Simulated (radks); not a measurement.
Species: the chromium ion Cr21+. Configuration: [He] 2s1. Calculated with a radial shooting solver on a logarithmic mesh with Libxc functionals: Dirac Kohn-Sham, PBE, spin-unpolarised, spherical densities, finite nucleus; Fermi nuclear charge, rms radius 3.6452 fm. Some entries of the table are withheld. Estimate them.

orbital,occ.,eigenvalue (Ry),r(max) (bohr)
1s1/2,2,(1),(2)
2s1/2,1,(3),(4)
2p1/2,0,-120.1461,(5)
2p3/2,0,-119.2502,(6)
3s1/2,0,(7),0.5770

Answer. 
(1) 1s1/2 eigenvalue (Ry): -529.9860
(2) 1s1/2 r(max) (bohr): 0.04148
(3) 2s1/2 eigenvalue (Ry): -123.3604
(4) 2s1/2 r(max) (bohr): 0.2261
(5) 2p1/2 r(max) (bohr): 0.1763
(6) 2p3/2 r(max) (bohr): 0.1782
(7) 3s1/2 eigenvalue (Ry): -52.93779
